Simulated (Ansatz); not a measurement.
Abridged output of a molecular run in Ansatz:

```
Functional definition: HF
1820 factors; integrals over basis functions are off by at most 1.0e-3 eV
mean field evaluation 1: about -72809.1470 eV, gradient 5.7e1 eV
mean field evaluation 2: about -72809.3714 eV, gradient 5.7e1 eV
mean field evaluation 4: about -72815.4334 eV, gradient 3.8e0 eV
mean field evaluation 8: about -72815.5081 eV, gradient 3.4e-1 eV
mean field -72815.50840167 eV, -2675.9205776370 hartree, gradient 7.9e-6 eV, S^2 0.000000; 0 other end points of the search recorded, 0 dependent functions left out
18 core orbitals not correlated: weight in the atoms' cores, before any rotation towards them, 1.000 or more for the frozen orbitals, at most 0.000 for the correlated occupied ones
reference -72815.50840167 eV, -2675.9205776370 hartree; 24, 24 occupied and 256, 256 virtual orbitals, 1820 factors
second order -35.39196475 eV of doubles, -0.00000000 eV of singles
cycle   1  -35.18100600 eV  change    2.1e-1 eV  update   1.2e-1
cycle   2  -35.99270471 eV  change   -8.1e-1 eV  update   3.5e-2
cycle   3  -36.15327989 eV  change   -1.6e-1 eV  update   1.8e-2
cycle   4  -36.13257220 eV  change    2.1e-2 eV  update   3.9e-3
cycle   5  -36.13001269 eV  change    2.6e-3 eV  update   1.7e-3
cycle   6  -36.13111586 eV  change   -1.1e-3 eV  update   5.3e-4
cycle   7  -36.13081440 eV  change    3.0e-4 eV  update   2.0e-4
cycle   8  -36.13069474 eV  change    1.2e-4 eV  update   7.6e-5
cycle   9  -36.13071473 eV  change   -2.0e-5 eV  update   3.4e-5
perturbative correction -1.22234327 eV, -0.0449202867 hartree
Total energy: -72852.86145967 eV, -2677.2932771999 hartree
```

Its atoms:

```xyz
12

N    -1.875    0.344   -1.526
Ge   -0.119   -0.128   -1.222
Si    0.363    0.434    1.033
N     1.696   -0.417    1.626
F     0.688    1.976    1.260
F    -0.988    0.189    1.856
H    -2.229    0.077   -2.434
H    -2.511    0.003   -0.818
H     0.182   -1.638   -1.430
H     0.746    0.653   -2.223
H     1.812   -1.403    1.465
H     2.235   -0.089    2.411
```

(1) Which basis set was used?
A. def2-SVPD
B. def2-TZVPP
C. def2-SVP
D. cc-pV(D+d)Z

(2) Write the keys of the input that set method, charge and spin (a neutral closed shell needs none for the last two).

Results:

(1) B. It gives 298 functions.

(2) 
```yaml
correlation: {method: ccsd_t}
```
